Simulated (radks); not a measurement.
The numbers below are computed, except where a source is named.
Charge is removed step by step from the 5s down level of the lutetium ion Lu+, starting from [Kr] 4d10 4f14 5s(up 1, down 1) 5p6 6s2. Level of theory: scalar-relativistic Kohn-Sham, LDA (Slater exchange, Perdew-Wang correlation), spin-polarised, spherical densities, finite nucleus; Fermi nuclear charge, rms radius 5.37 fm (a radial shooting solver on a logarithmic mesh with Libxc functionals).

removed (e)  E - E(0) (eV)  eigenvalue (eV)  E minus straight line (eV)
0                    0.000          -70.192                       0.000
0.1                  7.084          -71.593                      -0.648
0.2                 14.308          -73.007                      -1.155
0.3                 21.675          -74.433                      -1.520
0.4                 29.185          -75.872                      -1.741
0.5                 36.839          -77.323                      -1.819
0.6                 44.639          -78.785                      -1.750
0.7                 52.585          -80.258                      -1.535
0.8                 60.680          -81.741                      -1.173
0.9                 68.923          -83.234                      -0.661
1                   77.315          -84.736                       0.000

Removing the whole electron costs 77.315 eV by Delta-SCF, against 70.192 eV from minus the eigenvalue at the starting occupation. Slater's transition state (half an electron removed) gives 77.323 eV. Integrating minus the eigenvalue over the occupation (Janak's theorem) gives 77.370 eV. In this scalar-relativistic scheme the density is built from large components alone, so the theorem holds only approximately. The mean slope of the eigenvalue, de/dn, is 14.5 eV per electron.
